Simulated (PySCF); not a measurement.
**MnOCl2: from structure and modes to constants**

All numbers come from UPBE0 in PySCF with Mn def2-SVP, O def2-SVP, Cl def2-SVP; no relativity; density-fitted integrals.

The quartet minimum has C2v symmetry. Masses (u): Mn 54.93805, O 15.99492, Cl 34.96885.

```xyz
4
charge 0 multiplicity 4, angstrom
Mn    0.0000    0.0000    0.3027
O     0.0000    0.0000    1.8604
Cl    1.8997    0.0000   -0.6632
Cl   -1.8997    0.0000   -0.6632
```

Harmonic wavenumbers (cm⁻¹): 113.1 (a1, ×1), 117.0 (b1, ×1), 221.2 (b2, ×1), 383.8 (a1, ×1), 500.6 (b2, ×1), 914.5 (a1, ×1).

(1) Find the principal moments of inertia and the rotational constants. What kind of rotor is it?

(2) What is the harmonic zero-point energy?

(3) Give the standard entropy (298.15 K, 1 bar) by its translational, rotational, vibrational and spin parts, and Cp.

Results:

(1) About the centre of mass I = 91.158, 252.38, 343.54 u Å². With B = 16.8576/I this gives 0.1849, 0.06679, 0.04907 cm⁻¹. The molecule is an asymmetric top with κ = -0.74.

(2) Half the sum of all 6 wavenumbers, 2250/2 = 1125 cm⁻¹, which is 13.5 kJ/mol (1 cm⁻¹ = 0.0119627 kJ/mol).

(3) Sackur–Tetrode with M = 140.87 u gives 170.6; rotation with symmetry number 2 gives 108.8; vibration 42.4; spin R ln 4 = 11.5. The total is 333.2 J/(mol K), and Cp = 4 R + 37.3 = 70.6 J/(mol K).

The determinant is spin-contaminated (⟨S²⟩ = 3.98, pure value 3.75). Other isomers or separated fragments may lie lower. Open d and f shells are described by one determinant, and the ground state may have another occupation or spin.
